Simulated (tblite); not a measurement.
Question: What does the GFN2-xTB structure of InChI=1S/C6H4F2N/c7-4-1-2-5(8)6(9)3-4/h1-3,9H look like in three dimensions? (Doublet state.)

Answer: 
Z-matrix in Å and degrees, rows numbered from 1:
```
N 
C   1  1.2986
C   2  1.4315  1  118.98
C   3  1.3664  2  120.10  1   180.00
F   4  1.3455  3  119.35  2   179.98
C   4  1.3974  3  122.88  2    -0.01
C   6  1.3901  4  118.98  3     0.01
C   7  1.3713  6  119.39  4     0.01
F   8  1.3439  2  117.33  1    -0.00
H   1  1.0180  2  114.01  3   180.00
H   3  1.0771  2  118.07  1     0.01
H   6  1.0776  4  119.72  3  -179.99
H   7  1.0790  6  120.83  4   179.99
```

The C–C distances run from 1.366 Å (C3–C4, aromatic) to 1.444 Å (C2–C8, aromatic), a spread of 0.078 Å. C2 (carbon bonded to 2 C and N) is planar (angles 125.6°, 119.0° and 115.5°, sum 360.0°, 0.00 Å off the plane of its three neighbours). C8 (carbon bonded to 2 C and F) is planar (angles 123.2°, 119.5° and 117.3°, sum 360.0°, 0.00 Å off the plane of its three neighbours). Of the pairs four or more bonds apart, F9···H10 is among the closest relative to their van der Waals radii: 2.42 Å, 91 % of the sum of Bondi's values.

The geometry is computed with GFN2-xTB (gas phase). This method treats the open shell by occupation alone, without spin polarisation.

Point group: Cs (every atom within 0.08 Å of its image). Its GFN2-xTB frequencies are all real (lowest 120 cm⁻¹). Torsions: H–N1–C2–C3 180°.

One conformer stands for the species.
